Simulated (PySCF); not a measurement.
## Interval between two levels of I by level of theory

I [Kr] 4d10 5s2 5p5 [2P3/2, M_J = 3/2] → I [Kr] 4d10 5s1 5p6 [2S1/2, M_J = 1/2], as a difference of total energies. Calculation: PySCF 2.14, in x2c-TZVPall-2c with one added diffuse shell each of s, p, d, f type (9s10p6d3f, 90 functions); the two-component X2C-1e Hamiltonian. Correlated levels: [Ar] 3d10 frozen; the 6 highest virtual spinors dropped. "Screened" scales the spin-orbit matrix elements by Boettger's factors to mimic the two-electron term; Breit and QED terms are absent.

| method | interval between two levels (cm⁻¹) |
| --- | --- |
| GHF (spin-free) | 101780 |
| GMP2 (spin-free) | 86001 |
| GHF (screened spin-orbit) | 104110 |
| GMP2 (screened spin-orbit) | 88340 |
